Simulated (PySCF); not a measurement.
Consider `FC(F)=C(F)C(F)(F)F` (C3F6). Numbering: `[F:1][C:2]([F:3])=[C:4]([F:5])[C:6]([F:7])([F:8])[F:9]`

Computed at ωB97X-D3(BJ)/ma-def2-TZVP // PBE0-D3(BJ)/def2-SVP with PySCF (density fitting, grid level 2). ωB97X-D3(BJ) is ωB97X-V with D3(BJ) in place of VV10. Thermal corrections: PBE0-D3(BJ)/def2-SVP frequencies, unscaled, ideal gas at 298.15 K and 1 bar, quasi-RRHO entropy.

What are the vertical and the adiabatic ionisation energy for forming the radical cation?

10.84 eV vertical and 10.37 eV adiabatic, the latter with zero-point energy.

Where does the unpaired spin of the relaxed radical cation sit?

C4 (alkene carbon) 0.47, C2 (alkene carbon) 0.24, F5 (fluorine) 0.13 (intrinsic atomic orbital populations).

What oxidation potential follows in acetonitrile (IEF-PCM), given that Fc+/Fc comes at 4.54 V absolute with this functional and basis?

In the gas phase ΔG of oxidation is 10.341 eV, and solvation is -6.6 kJ/mol for the parent and -260.2 kJ/mol for the product, so the absolute potential is 7.71 V, or 3.17 V against Fc+/Fc. Fc+/Fc in acetonitrile, 4.54 V, is ωB97X-D3(BJ)/ma-def2-TZVP on PBE0-D3(BJ)/def2-SVP structures with GFN2-xTB thermal terms. Benchmark calculations put it near 5.0 V in acetonitrile and DMSO, so it is about 0.5 V low, and the value against it can read up to that much too high. The solvent is electrostatics only, on gas-phase structures; the absolute scale refers to an electron at rest in vacuum.

How far is −ε(HOMO) from the vertical value by ΔSCF?

−ε(HOMO) = 10.74 eV, which is 0.10 eV below the ΔSCF value.
